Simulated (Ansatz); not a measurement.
System: C3H6O (charge 0, singlet). 
Coordinates optimised at B3LYP-D3(BJ)/def2-TZVP (Ansatz, an electronic-structure program):
```xyz
10

C     -1.5095     0.1353    -0.0295
C     -0.1424    -0.4792    -0.1055
C      1.0242     0.2621    -0.5856
O      0.8383     0.0192     0.8123
H     -2.0569    -0.2511     0.8326
H     -2.0846    -0.1000    -0.9282
H     -1.4388     1.2192     0.0666
H     -0.1200    -1.5621    -0.2107
H      0.9041     1.2970    -0.8935
H      1.8563    -0.2662    -1.0411
```

Basis-set convergence of Hartree-Fock and CCSD correlation energies (hartree) with Ansatz. Cores are frozen in the correlated levels unless marked. No spin-orbit coupling. Non-relativistic.

```tsv
basis	functions	E(HF)	E(corr, CCSD)
aug-cc-pVDZ	146	-191.93512	-0.67115
aug-cc-pVTZ	322	?	?
```

**Question.** What belongs in the gaps?

**Answer.** 
- aug-cc-pVTZ, E(HF): -191.98382
- aug-cc-pVTZ, E(corr, CCSD): -0.78918
